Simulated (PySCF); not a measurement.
C2H7NSi2, SMILES [SiH3][C@H]1N=C[SiH2]1. Coordinates come from a PBE-D3(BJ)/def2-SVP optimisation. The structure was generated by enumeration; whether it is a known compound was not checked.

Q: Give the equilibrium geometry at PBE-D3(BJ)/def2-SVP (PySCF confirms it by a frequency run) as Cartesian coordinates in Å. (Estimate from the structure and the level; the computed values follow.)

A: 
```xyz
12

Si     1.7618     0.7244     0.3086
C      0.3770    -0.5725     0.1953
N     -0.6695    -0.3603     1.2477
C     -1.7477    -0.0785     0.5764
Si    -0.9962    -0.3393    -1.1436
H      1.1715     2.0968     0.1297
H      2.4698     0.6587     1.6336
H      2.7513     0.4677    -0.7971
H      0.8385    -1.5806     0.2845
H     -2.6966     0.1656     1.0925
H     -1.4377    -1.5723    -1.8902
H     -0.9052     0.8008    -2.1279
```
Charge 0, spin multiplicity 1.
